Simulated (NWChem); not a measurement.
CH5BClN; SMILES CB(Cl)N

```xyz
9

B     -0.0685    -0.4090     0.0010
Cl     0.1193     1.3875    -0.0017
C      1.2172    -1.3157     0.0003
H      1.8224    -1.1258    -0.8953
H      0.9870    -2.3875     0.0314
H      1.8591    -1.0811     0.8586
N     -1.3723    -0.9048     0.0004
H     -1.5729    -1.8954     0.0019
H     -2.1921    -0.3133    -0.0019
```
Atoms are numbered in this order, from 1.

All runs: NWChem. Pople sets run with spherical d functions. All runs use the structure optimised with B3LYP/6-31G* (spherical d). B3LYP is NWChem's, with the RPA form of VWN correlation. GIAO values for the isolated, static molecule; σ is the absolute isotropic shielding, δ = σ(reference) − σ with the isolated reference molecule computed at the same levels (11B: boron trifluoride, 13C: tetramethylsilane, 1H: tetramethylsilane, 15N: ammonia).

### Question
Predict the results for B3LYP/6-31G*. Quantities: δ B1 (ppm); σ Cl2 (ppm); δ C3 (ppm); δ H4 (rotor mean) (ppm); δ N7 (ppm); δ H8 (ppm); δ H9 (ppm).

### Answer
```yaml
"δ B1 (ppm)": 28.0
"σ Cl2 (ppm)": 868.5
"δ C3 (ppm)": 5.2
"δ H4 (rotor mean) (ppm)": 0.44
"δ N7 (ppm)": 86.6
"δ H8 (ppm)": 3.22
"δ H9 (ppm)": 3.13
```
